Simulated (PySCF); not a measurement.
Compound: C6H12N2.
Structure used (PBE0-D3(BJ)/def2-SVP), in Å, numbered top down from 1:
```xyz
20
C6H12N2 angstrom
C      1.852   -1.743   -0.294
C      1.567   -0.451   -0.135
C      0.562    0.307   -0.958
N     -0.309    1.178   -0.177
C      0.269    2.477    0.095
N     -0.913    0.683    0.941
C     -1.563   -0.417    0.927
C     -1.892   -1.307   -0.230
H      1.341   -2.353   -1.047
H      2.611   -2.242    0.314
H      2.095    0.126    0.634
H     -0.009   -0.396   -1.582
H      1.094    0.967   -1.663
H      0.502    2.981   -0.855
H      1.193    2.431    0.706
H     -0.466    3.083    0.640
H     -1.994   -0.683    1.901
H     -1.066   -1.992   -0.485
H     -2.770   -1.924    0.008
H     -2.120   -0.705   -1.125
```

Level of theory: PySCF 2.14.0, density-fitted response routines, TDDFT CAM-B3LYP/def2-SVPD, vertical, gas phase, core orbitals frozen in the response.

Kohn–Sham orbitals with the atoms that hold most of them (Löwdin shares over 4%, at most four atoms; ? is withheld):

```json
{"orbital": "HOMO-3", "ε (eV)": "-10.79", "atoms": "N6 24%, C7 12%, N4 10%, C3 8%"}
{"orbital": "HOMO-2", "ε (eV)": "-9.35", "atoms": "N6 29%, C2 19%, C1 18%, C7 10%"}
{"orbital": "HOMO-1", "ε (eV)": "-8.80", "atoms": "N6 24%, C1 21%, C2 18%, N4 7%"}
{"orbital": "HOMO", "ε (eV)": "-7.18", "atoms": "?"}
{"orbital": "LUMO", "ε (eV)": "?", "atoms": "?"}
{"orbital": "LUMO+1", "ε (eV)": "1.31", "atoms": "C7 21%, N6 20%, C8 8%, N4 7%"}
{"orbital": "LUMO+2", "ε (eV)": "1.47", "atoms": "C8 18%, C7 13%, C1 10%, H19 8%"}
```

(1) Which atoms hold the LUMO, and with what shares?

(2) Give the leading atoms of the HOMO.

(3) What is the LUMO energy, and the HOMO–LUMO gap?

## Answers

(1) C1 (bonded to C and 2 H) 30%; C2 (bonded to 2 C and H) 29%; H9 (bonded to C) 7%; H10 (bonded to C) 6%. By element: carbon 59% or more, hydrogen 13% or more.

(2) N4 (bonded to 2 C and N) 39%; N6 (bonded to C and N) 20%; C7 (bonded to C, N and H) 15%; C5 (bonded to N and 3 H) 6%. By element: nitrogen 59%, carbon 21% or more.

(3) ε(LUMO) = 1.15 eV; the gap is 8.34 eV (0.3063 hartree).

Q: How does S1 compare with the orbital gap of 8.34 eV?

A: S1 is at 4.97 eV (f = 0.068), 3.36 eV below the gap, made of HOMO→LUMO+1 (51%), HOMO→LUMO (16%), HOMO→LUMO+2 (14%). Its leading pair isn't HOMO and LUMO; the energies of that pair differ by 8.49 eV. Without the coupling terms of the response equations the lowest excitation would equal the gap.

Next come S2 at 5.43 eV (f 0.0044), HOMO→LUMO (80%), HOMO→LUMO+1 (16%); S3 at 6.01 eV (f 0.011), HOMO→LUMO+2 (59%), HOMO→LUMO+1 (18%); S4 at 6.36 eV (f 0.083), HOMO-1→LUMO+1 (29%), HOMO→LUMO+2 (16%), HOMO→LUMO+3 (10%); S5 at 6.47 eV (f 0.020), HOMO→LUMO+3 (75%).

Löwdin shares depend on the basis, the more so with diffuse functions.

Hardware: an Arm Neoverse V2 with one thread, shared host. Cost: 2.6 min wall (with the writing of density and orbital grids), 1.2 GiB resident at most.

One conformer stands for the species.
